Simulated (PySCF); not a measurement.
Precursor series Zn CH3-H. Isolated molecules, 0 K electronic values unless said otherwise. One relaxed conformer stands for each flexible species; it need not be the lowest.

The LUMO from two functionals at the same geometries (BP86-D3(BJ)/def2-SVP), both in PySCF: PBE-D3(BJ)/def2-TZVP and TPSSh-D3(BJ)/def2-TZVP. 

| species | PBE-D3(BJ)/def2-TZVP (eV) | TPSSh-D3(BJ)/def2-TZVP (eV) |
|---|---|---|
| 0 of 2 CH3 replaced by H ([Zn(CH3)2]) | -0.54 | -0.10 |
| 1 of 2 CH3 replaced by H ([Zn(CH3)(H)]) | -0.98 | -0.53 |
| 2 of 2 CH3 replaced by H | -1.40 | -0.94 |

Over these rows, drawn at random from the members with no instability flagged (it was tested for open shells, ions and some series alone), PBE minus TPSSh-D3(BJ): mean -0.45 eV, from -0.46 eV to -0.44 eV.
